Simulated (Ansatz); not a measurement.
C2H4S, SMILES `C[C]S` (excited triplet; C–C–S–H torsion 93°) (charge 0, multiplicity 3). This triplet is an excited state, 0.83 eV above the relaxed singlet at the level frozen-core CCSD(T)/cc-pVTZ // B3LYP-D3(BJ)/def2-TZVP (Ansatz, a quantum-chemistry and plane-wave program).

Computed with frozen-core CCSDT(Q)/6-31g // B3LYP-D3(BJ)/def2-TZVP run with Ansatz.

Ansatz 0.2 input:
```yaml
crystal:
  periodic: [false, false, false]
  atoms:
    - { symbol: C, position_ang: [-0.873474, -0.065822, 0.033057] }
    - { symbol: C, position_ang: [0.496032, -0.579489, -0.139333] }
    - { symbol: S, position_ang: [1.703028, -0.286611, -1.280304] }
    - { symbol: H, position_ang: [-0.869141, 1.00142, 0.294152] }
    - { symbol: H, position_ang: [-1.464492, -0.174116, -0.885216] }
    - { symbol: H, position_ang: [-1.391025, -0.601121, 0.831647] }
    - { symbol: H, position_ang: [2.399066, 0.705738, -0.663131] }
basis:
  gaussian: { orbitals: "6-31g" }
correlation:
  method: ccsdt_q
magnetization:
  spin_polarized: true
  initial_magnetization: 2
```

Output:

```
Functional definition: HF
899 factors; integrals over basis functions are off by at most 2.4e-7 eV
mean field evaluation 1: about -12934.2806 eV, gradient 1.4e1 eV
mean field evaluation 2: about -12934.2834 eV, gradient 1.4e1 eV
mean field evaluation 4: about -12936.3257 eV, gradient 2.7e0 eV
mean field evaluation 8: about -12936.4844 eV, gradient 5.8e-4 eV
mean field evaluation 16: about -12936.3239 eV, gradient 2.7e0 eV
mean field -12936.48401850 eV, -475.4070190159 hartree, gradient 2.7e-6 eV, S^2 2.024857; 0 other end points of the search recorded, 0 dependent functions left out
7 core orbitals not correlated
reference -12936.48401850 eV, -475.4070190159 hartree; 10, 8 occupied and 22, 24 virtual orbitals, 899 factors
second order -5.26411198 eV of doubles, -0.00000000 eV of singles
cycle   1  -5.90533904 eV  change   -6.4e-1 eV  update   7.8e-2
cycle   2  -6.29108655 eV  change   -3.9e-1 eV  update   3.3e-2
cycle   3  -6.41284982 eV  change   -1.2e-1 eV  update   1.8e-2
cycle   4  -6.41426859 eV  change   -1.4e-3 eV  update   8.0e-3
cycle   5  -6.41598025 eV  change   -1.7e-3 eV  update   3.9e-3
cycle   6  -6.41712565 eV  change   -1.1e-3 eV  update   1.7e-3
cycle   7  -6.41701996 eV  change    1.1e-4 eV  update   7.3e-4
cycle   8  -6.41722830 eV  change   -2.1e-4 eV  update   3.5e-4
cycle   9  -6.41723076 eV  change   -2.5e-6 eV  update   1.5e-4
cycle  10  -6.41712546 eV  change    1.1e-4 eV  update   7.6e-5
cycle  11  -6.41716733 eV  change   -4.2e-5 eV  update   3.6e-5
cycle  12  -6.41717684 eV  change   -9.5e-6 eV  update   1.6e-5
cycle  13  -6.41718777 eV  change   -1.1e-5 eV  update   8.0e-6
cycle  14  -6.41718975 eV  change   -2.0e-6 eV  update   4.1e-6
cycle  15  -6.41718955 eV  change    2.0e-7 eV  update   2.2e-6
perturbative correction -0.00691872 eV, -0.0002542581 hartree
Total energy: -12942.90812677 eV, -475.6431006404 hartree
```
